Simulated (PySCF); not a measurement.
Dipole response of Sr²⁺ (strontium, charge +2)

[Kr], closed-shell 1S. Computed with PySCF 2.14 in aug-cc-pVDZ-X2C, with the spin-free X2C one-electron Hamiltonian (Gaussian nucleus). Coupled (time-dependent) response in atomic units; α is the mean over directions. A double-zeta set is small for polarisabilities.

```tsv
method	mean α (bohr³)	C₆ (like pair)	S(−4)
UHF	5.148	21.26	4.566
PBE	5.304	21.98	4.974
PBE0	5.205	21.43	4.756
LC-wPBE	5.182	21.23	4.746
wB97M-V	5.290	21.81	4.993
```

S(−4) is the Cauchy moment in α(ω) = α(0) + S(−4) ω² + …

α(iu) at wB97M-V:

```json
{"u (hartree)": "0", "α(iu) (bohr³)": "5.290"}
{"u (hartree)": "0.0500", "α(iu) (bohr³)": "5.277"}
{"u (hartree)": "0.100", "α(iu) (bohr³)": "5.240"}
{"u (hartree)": "0.200", "α(iu) (bohr³)": "5.097"}
{"u (hartree)": "0.300", "α(iu) (bohr³)": "4.877"}
{"u (hartree)": "0.500", "α(iu) (bohr³)": "4.285"}
{"u (hartree)": "0.750", "α(iu) (bohr³)": "3.470"}
{"u (hartree)": "1.00", "α(iu) (bohr³)": "2.745"}
{"u (hartree)": "1.50", "α(iu) (bohr³)": "1.723"}
{"u (hartree)": "2.00", "α(iu) (bohr³)": "1.134"}
{"u (hartree)": "3.00", "α(iu) (bohr³)": "0.5752"}
{"u (hartree)": "5.00", "α(iu) (bohr³)": "0.2238"}
```

A single London oscillator, α(iu) = α/(1 + u²/ω²), gives C₆ = (3/4) ω α². Matching the computed C₆ needs ω = 4 × 21.81 / (3 × 5.290²) = 1.04 hartree.

For an ion, C₆ is the dispersion term alone; charge-induced terms of lower order in 1/R come first.
